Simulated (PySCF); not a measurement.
SMILES [CH](C)[Se]CC, doublet (PBE0/def2-SVP optimised geometry):

```
14

C      1.477    -2.138     0.144
C      0.728    -0.863     0.000
Se    -1.136    -0.863     0.000
C     -1.420     1.072     0.000
C     -1.058     1.750     1.306
H      2.487    -1.952     0.545
H      0.970    -2.836     0.831
H      1.611    -2.672    -0.818
H      1.217     0.022    -0.421
H     -2.487     1.193    -0.241
H     -0.849     1.480    -0.848
H      0.002     1.594     1.554
H     -1.237     2.836     1.240
H     -1.657     1.355     2.140
```

Method: unrestricted PBE0/def2-TZVP (PySCF).

Problem. What are the frontier orbital energies (α orbitals alone; a β orbital can be the lowest empty one) and the dipole moment?

Solution. HOMO-2 -8.63 eV, HOMO-1 -7.62 eV, HOMO -4.78 eV, LUMO 0.42 eV, LUMO+1 1.31 eV; dipole moment 1.27 D.

Meta-Löwdin charges at PBE0/def2-TZVP: C1 -0.34, C2 -0.31, Se3 0.19, C4 -0.28, C5 -0.34, H6 0.13, H7 0.12, H8 0.12, H9 0.11, H10 0.13, H11 0.12, H12 0.12, H13 0.12, H14 0.12.
